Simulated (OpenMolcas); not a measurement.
**Rh5+: moving or changing the point charges**

Rh5+ among 6 point charges of -1 e arranged as an octahedron (Oh), 2.14 Å from the ion.

```
Program             : OpenMolcas
Method              : CASSCF
Basis               : ANO-RCC-VDZP [6s5p3d1f]
Scalar Hamiltonian  : DKH2, point nucleus
Active space        : 4 electrons in 5 orbitals (4d)
State averaging     : 2S+1 = 5 even, 5 roots; 2S+1 = 3 even, 45 roots; 2S+1 = 1 even, 50 roots
Spin-orbit coupling : state interaction with AMFI integrals over the reference wave functions
```

Runs around this geometry, states (labels of O, the rotations of Oh). Energies in cm-1 above the lowest state or level, χT in cm3 K/mol; 10Dq and B are least-squares fits to the states below 45000 cm-1, weighted by degeneracy, with a free offset, and given where the rms deviation is under 5 % of |10Dq| (or 100 cm-1) and under 700 cm-1.

```csv
R (Å),q (e),Ground state,First state of that spin,10Dq,B (rms of fit),First gap with spin-orbit (degeneracies),χT at 300 K,First state of another spin
2.14,-0.65,5E,5T2 1253,1306,1042 (20),"648.8 (1, 3)",0.520,3T1 21059
2.04,-1,5E,5T2 2436,2548,1042 (31),"595.6 (1, 3)",0.658,3T1 20482
2.14,-1,5E,5T2 1923,2013,1042 (26),"621.2 (1, 3)",0.588,3T1 20765
2.23,-1,5E,5T2 1568,1639,1042 (23),"636.9 (1, 3)",0.548,3T1 20934
```

Taking |10Dq| as R^-n, n = -ln(1639 / 2548) / ln(2.23 / 2.04) = 5.0 between the shortest and longest distance. The point-charge formula for a cubic d site gives n = 5.

Scaling the charges by -0.65 / -1 = 0.65 scales |10Dq| by 1306 / 2013 = 0.65; with fixed orbitals a first-order splitting would follow the charge.

An orbital doublet at a regular site is open to a Jahn-Teller distortion, which this geometry leaves out. Without dynamic correlation the repulsion within the d shell is too large (B by tens of per cent), so at a given field states of lower spin stand too high. Point charges give a weaker field than real ligands, and real ions of this kind are as a rule low spin; the high spin found here belongs to the model. The ground term spreads over less than 5000 cm-1, several times less than with real ligands, so orbital moments are less quenched and χT lies further from the spin-only value than at real sites. Spin-orbit coupling mixes the spin-free states strongly: the lowest level takes only 52 % from its leading state, 5E (figures for R = 2.14, q = -0.65; the like holds for R = 2.04, q = -1, R = 2.14, q = -1, R = 2.23, q = -1). This field is weak: 10Dq is about 1306 cm-1, while octahedral complexes of 4d ions of charge 3 and more, computed by the same method with explicit ligands, had a median near 25000 cm-1. Ground spin and moment need not be those of a real site (figures for R = 2.14, q = -0.65; the like holds for R = 2.04, q = -1, R = 2.14, q = -1, R = 2.23, q = -1). Point charges carry no covalency, so the field is a model and not that of real ligands. No measured value stands beside these numbers.
